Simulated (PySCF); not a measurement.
Input of a run (PBE0-D3(BJ)/def2-SVP geometry optimisation, gas phase (PySCF 2.14.0)), started from a GFN2-xTB structure with every atom displaced at random (by about 0.01 Å):
```
{"job": {"xc": "PBE0", "basis": "def2-SVP", "d3": "d3bj", "grid": 1, "shake": 0.01, "kind": "geom"}, "charge": 0, "multiplicity": 1}
Cl     2.937350    -0.510360    -1.237750
Si     1.555040    -0.277260     0.230530
C      0.489970     1.259230     0.086270
C     -0.785990     1.126260    -0.061050
C     -1.499440    -0.150610    -0.136260
C     -0.869190    -1.319660    -0.080690
O      0.462880    -1.483740     0.069690
H      2.234640    -0.522340     1.503030
H      0.929970     2.260560     0.141160
H     -1.452350     1.998240    -0.135350
H     -2.577040    -0.142170    -0.235190
H     -1.386140    -2.266420    -0.153420
```

Output (energies in Eh, forces in Eh/bohr):
```
step   0  E = -979.47523813  max force = 0.089072
step   1  E = -979.48422999  max force = 0.021002
step   2  E = -979.48494548  max force = 0.005920
step   3  E = -979.48489640  max force = 0.007643
step   4  E = -979.48514369  max force = 0.002726
step   5  E = -979.48516276  max force = 0.000438
step   6  E = -979.48518380  max force = 0.001441
step   7  E = -979.48521887  max force = 0.001582
step   8  E = -979.48523981  max force = 0.000832
step   9  E = -979.48524601  max force = 0.000170
optimisation converged
```

Summarise the run.

The energy falls by 0.272 eV over 10 energy and gradient evaluations, the largest force component goes from 0.0891 to 1.7e-04 Eh/bohr, and the atoms move by 0.137 Å rms after alignment. The bond that changes most is C3=C4 (both ends alkene CH carbon), which lengthens by 0.068 Å. Bonds longer at the end by more than 0.005 Å: 7 of 12; shorter: 3. Among the angles that change most is C3–C4–H10, from 121.6° to 118.7°. Among the dihedrals that turn most is H8–Si2–O7–C6, from 122° to 140°. The energy rose by more than 1e-6 Eh at step 3. The first step brought 90 % of the lowering.

What are the final bond lengths?

Cl1–Si2 2.072 Å, Si2–C3 1.829 Å, C3=C4 1.360 Å, C4–C5 1.446 Å, C5=C6 1.353 Å, C6–O7 1.335 Å, Si2–O7 1.693 Å, Si2–H8 1.481 Å, C3–H9 1.094 Å, C4–H10 1.097 Å, C5–H11 1.091 Å, C6–H12 1.095 Å. Numbering counts from 1 in the input's order; the species is `O1C=CC=C[Si@@H]1Cl`.

The run used 131 basis functions and 69 SCF cycles in all.

Not checked by PBE0-D3(BJ)/def2-SVP frequencies. One conformer, not necessarily the lowest.
